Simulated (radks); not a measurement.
Q: Spherical quantum dot in the effective-mass picture: electrons in a parabolic well V = omega^2 r^2 / 2 with omega = 0.221, all in effective atomic units (hartree* = m*/eps^2 hartree, bohr* = eps/m* bohr), one dielectric constant everywhere. Method: non-relativistic Kohn-Sham, PBEsol, spin-polarised, spherical densities; computed with a radial shooting solver with Libxc functionals. Levels are named by radial order and angular momentum (1s, 1p, 1d, 2s, ...), and open shells are averaged over m. Results are scaled to m* = 0.145 and eps = 12.6, for which hartree* = 24.85 meV and bohr* = 4.598 nm. At N = 6 the configuration is 1s2 1p(up 3, down 1). Does electron 7 go into 1p down or 1d up or 1d down?

A: Into 1p down. The total energies of the other choices lie higher by 2.53 meV (1d up), 3.12 meV (1d down).
